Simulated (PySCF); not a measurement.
A run for PySCF: R-B3LYP/6-31G* on H2S (SMILES S) with ghost functions, monomers drawn apart or pushed together.

```python
from pyscf import gto, scf, dft, mp
from pyscf.data.elements import chemcore

mol = gto.M(
    atom='''
    S     0.08035804    1.49548586   -0.19620550
    H     1.29801576    0.93039521   -0.21268552
    H    -0.53190062    0.32486186   -0.43573455
    ghost-C    0.17121726   -0.10310493    3.77624903
    ghost-O    0.25865235   -0.76407888    5.03206103
    ghost-H   -0.84524703    0.23748025    3.55362397
    ghost-H    0.46122894   -0.82758795    3.01701854
    ghost-H    0.84893134    0.75415403    3.70790121
    ghost-H    0.00572477   -0.14497216    5.72368971
    ''',
    basis='6-31g*',
    cart=True,
    charge=0, spin=0, verbose=3, max_memory=1800)
mf = dft.RKS(mol, xc='b3lyp')
mf.conv_tol = 1e-8
mf.max_cycle = 100
mf.kernel()
if not mf.converged:
    mf = mf.newton().run(mf.mo_coeff, mf.mo_occ)
```

Give the final energy of this run.

-399.3856 hartree.
